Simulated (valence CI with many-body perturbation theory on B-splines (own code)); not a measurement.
# E1 line list for Bi69+

Level of theory: configuration interaction combined with many-body perturbation theory (CI+MBPT): four valence electrons over a frozen Dirac-Fock core [Ne], radial functions for each j: 11 s, 11 p, 9 d, 7 f, 5 g, 2 h, 1 i, with the one-electron correlation potential Σ1, the two-electron term Σ2, the three-electron term Σ3, Breit, model QED; selected CI, second order for the rest (own B-spline code, finite nucleus).

No measured spectrum was set against this ion. As an estimate, large intervals hold to a few tenths of a per cent, small ones and those within an open d or f shell to about a per cent.

Lines 51 to 100 of 279 in falling wavelength, among levels below 144.33 Ry, chosen from the strongest by gf and those to the six lowest levels. Wavelengths and rates use the calculated energies. Electric multipoles are in the length gauge, E1 and E2 with the static RPA response of the core. Weak lines are less certain than strong ones. Lines between different terms over intervals too small for the method are left out, as are lines whose strength nearly cancels. The highest levels of a list are the least certain.

Levels are named by their leading jj configuration (3d3/2^4 stands for four electrons in 3d with j = 3/2), which in mixed levels can hold well under half, so a name can repeat and another be missing. Letters in brackets count levels of one name in rising energy.

| λ vac (Å) | Upper | Lower | A (s⁻¹) | log gf | Branch % |
| --- | --- | --- | --- | --- | --- |
| 53.82 | (3s 3p1/2 3d3/2^2) J=3 | (3s 3p1/2 3p3/2 3d3/2) J=2 [c] | 9.41e+09 | -1.54 | 0.2 |
| 53.80 | (3s 3p1/2 3d3/2^2) J=2 | (3s 3p1/2 3p3/2 3d3/2) J=2 [b] | 2.88e+10 | -1.20 | 1.0 |
| 53.42 | (3s 3p1/2 3p3/2 3d5/2) J=3 [c] | (3s^2 3p3/2 3d5/2) J=4 | 4.48e+10 | -0.87 | 0.9 |
| 52.83 | (3s 3p1/2^2 3p3/2) J=1 | (3s^2 3p1/2 3p3/2) J=1 | 2.13e+10 | -1.57 | 1.2 |
| 52.65 | (3s 3p1/2 3p3/2 3d5/2) J=4 [c] | (3s^2 3p3/2 3d5/2) J=4 | 2.66e+10 | -1.00 | 0.9 |
| 52.56 | (3s 3p1/2 3p3/2 3d3/2) J=2 [d] | (3s^2 3p3/2 3d3/2) J=3 | 4.61e+10 | -1.02 | 0.4 |
| 52.34 | (3p1/2^2 3p3/2 3d3/2) J=1 | (3p1/2^2 3p3/2^2) J=0 | 2.59e+10 | -1.50 | 1.0 |
| 52.01 | (3s 3p1/2^2 3d3/2) J=2 | (3s 3p1/2^2 3p3/2) J=1 | 1.15e+10 | -1.63 | 15.1 |
| 51.93 | (3s 3p1/2 3p3/2 3d3/2) J=2 [a] | (3s 3p1/2 3p3/2^2) J=2 [a] | 1.80e+10 | -1.44 | 3.0 |
| 51.78 | (3p1/2^2 3p3/2 3d3/2) J=2 | (3s 3p1/2 3p3/2 3d3/2) J=3 [a] | 5.29e+10 | -0.97 | 8.2 |
| 51.72 | (3s 3p1/2 3p3/2^2) J=1 [b] | (3s^2 3p3/2^2) J=2 | 2.40e+10 | -1.54 | 0.3 |
| 51.69 | (3s 3p1/2 3d3/2^2) J=3 | (3s 3p1/2 3p3/2 3d3/2) J=3 [b] | 1.10e+10 | -1.51 | 0.3 |
| 51.61 | (3s 3p1/2 3p3/2 3d3/2) J=2 [b] | (3s 3p1/2 3p3/2^2) J=2 [b] | 3.04e+10 | -1.22 | 0.9 |
| 51.16 | (3p1/2^2 3p3/2 3d3/2) J=3 | (3s 3p1/2 3p3/2 3d3/2) J=4 | 1.07e+11 | -0.53 | 4.5 |
| 51.10 | (3p1/2^2 3p3/2^2) J=2 | (3s 3p1/2 3p3/2^2) J=3 | 9.38e+10 | -0.74 | 3.1 |
| 50.80 | (3s^2 3p1/2 3d3/2) J=2 | (3s^2 3p1/2 3p3/2) J=2 | 1.43e+10 | -1.56 | 97.9 |
| 50.39 | (3p1/2^2 3p3/2 3d3/2) J=2 | (3s 3p1/2 3p3/2 3d3/2) J=1 [a] | 1.58e+10 | -1.52 | 2.4 |
| 49.88 | (3s 3p1/2 3d3/2^2) J=3 | (3s 3p1/2 3p3/2 3d3/2) J=2 [b] | 1.26e+10 | -1.48 | 0.3 |
| 49.06 | (3p1/2^2 3p3/2 3d3/2) J=3 | (3p1/2^2 3p3/2^2) J=2 | 1.13e+10 | -1.54 | 0.5 |
| 48.94 | (3p1/2^2 3p3/2 3d3/2) J=1 | (3p1/2^2 3p3/2^2) J=2 | 1.01e+11 | -0.96 | 4.0 |
| 48.71 | (3s^2 3p1/2 3d3/2) J=2 | (3s^2 3p1/2 3p3/2) J=1 | 3.07e+08 | -3.26 | 2.1 |
| 48.48 | (3p1/2^2 3p3/2 3d3/2) J=2 | (3s 3p1/2 3p3/2 3d3/2) J=2 [a] | 1.46e+10 | -1.59 | 2.3 |
| 48.36 | (3s 3p1/2 3d3/2^2) J=2 | (3p1/2^2 3p3/2^2) J=2 | 1.96e+10 | -1.46 | 0.7 |
| 47.74 | (3s 3p1/2^2 3d3/2) J=1 | (3s 3p1/2^2 3p3/2) J=2 | 7.86e+09 | -2.09 | 10.0 |
| 47.23 | (3p1/2^2 3p3/2 3d3/2) J=0 | (3s 3p1/2 3p3/2 3d3/2) J=1 [a] | 8.11e+10 | -1.57 | 5.3 |
| 46.56 | (3s 3p1/2 3d3/2^2) J=2 | (3s 3p1/2 3p3/2 3d3/2) J=3 [a] | 2.01e+10 | -1.49 | 0.7 |
| 46.18 | (3s 3p1/2^2 3d3/2) J=2 | (3s 3p1/2^2 3p3/2) J=2 | 1.53e+10 | -1.61 | 20.1 |
| 41.64 | (3s^2 3p1/2 3d3/2) J=1 | (3s^2 3p1/2 3p3/2) J=2 | 9.34e+09 | -2.14 | 0.1 |
| 40.23 | (3s^2 3p1/2 3d3/2) J=1 | (3s^2 3p1/2 3p3/2) J=1 | 2.99e+09 | -2.66 | 0.0 |
| 33.90 | (3s 3p1/2^2 3d5/2) J=3 | (3s^2 3p1/2 3d3/2) J=2 | 1.80e+09 | -2.66 | 0.4 |
| 33.87 | (3s 3p1/2 3p3/2 3d5/2) J=1 [a] | (3s 3p1/2 3p3/2^2) J=1 [b] | 6.02e+10 | -1.51 | 6.8 |
| 32.89 | (3s^2 3p3/2^2) J=2 | (3s^2 3p1/2 3d3/2) J=2 | 2.29e+08 | -3.73 | 1.6 |
| 32.45 | (3s 3p1/2^2 3d5/2) J=2 | (3s^2 3p1/2 3d3/2) J=2 | 3.28e+08 | -3.59 | 0.1 |
| 31.94 | (3s 3p1/2 3p3/2 3d5/2) J=1 [b] | (3s 3p1/2 3p3/2^2) J=1 [b] | 8.25e+10 | -1.42 | 3.9 |
| 31.87 | (3s 3p1/2 3p3/2 3d5/2) J=2 [b] | (3s 3p1/2 3p3/2^2) J=2 [b] | 1.29e+11 | -1.01 | 5.7 |
| 31.24 | (3s^2 3p3/2^2) J=2 | (3s 3p1/2^2 3p3/2) J=1 | 1.99e+09 | -2.84 | 14.1 |
| 31.20 | (3s 3p1/2 3p3/2 3d5/2) J=3 [c] | (3s 3p1/2 3p3/2^2) J=2 [b] | 4.13e+10 | -1.37 | 0.9 |
| 31.16 | (3s 3p1/2 3p3/2 3d5/2) J=1 [a] | (3s 3p1/2 3p3/2^2) J=0 | 1.24e+11 | -1.26 | 14.0 |
| 30.87 | (3s^2 3p3/2 3d5/2) J=2 | (3s^2 3p3/2^2) J=2 | 3.22e+11 | -0.64 | 85.7 |
| 30.84 | (3s 3p1/2^2 3d5/2) J=2 | (3s 3p1/2^2 3p3/2) J=1 | 3.21e+11 | -0.64 | 66.2 |
| 30.82 | (3s 3p1/2 3p3/2 3d5/2) J=1 [c] | (3s 3p1/2 3p3/2^2) J=1 [b] | 1.23e+11 | -1.28 | 6.8 |
| 30.76 | (3s^2 3d3/2 3d5/2) J=3 | (3s^2 3p3/2 3d3/2) J=2 | 4.19e+11 | -0.38 | 3.8 |
| 30.72 | (3s 3p1/2 3p3/2 3d5/2) J=1 [b] | (3s 3p1/2 3p3/2^2) J=2 [b] | 6.74e+10 | -1.54 | 3.2 |
| 30.57 | (3s^2 3p1/2 3d5/2) J=2 | (3s^2 3p1/2 3p3/2) J=2 | 7.36e+10 | -1.29 | 12.5 |
| 30.56 | (3s 3p1/2 3p3/2 3d5/2) J=0 | (3s 3p1/2 3p3/2^2) J=1 [b] | 5.94e+11 | -1.08 | 25.3 |
| 30.42 | (3s^2 3p1/2 3d5/2) J=3 | (3s^2 3p1/2 3p3/2) J=2 | 4.15e+11 | -0.39 | 100.0 |
| 30.40 | (3s 3p1/2 3p3/2 3d5/2) J=2 [a] | (3s 3p1/2 3p3/2^2) J=2 [a] | 3.24e+11 | -0.65 | 26.8 |
| 30.34 | (3s 3p1/2 3p3/2 3d5/2) J=3 [b] | (3s 3p1/2 3p3/2^2) J=3 | 3.45e+11 | -0.48 | 28.0 |
| 30.14 | (3s^2 3d3/2 3d5/2) J=3 | (3s^2 3p3/2 3d3/2) J=3 | 7.47e+10 | -1.15 | 0.7 |
| 30.02 | (3s 3p1/2 3p3/2 3d5/2) J=4 [b] | (3s 3p1/2 3p3/2^2) J=3 | 3.31e+11 | -0.39 | 46.3 |
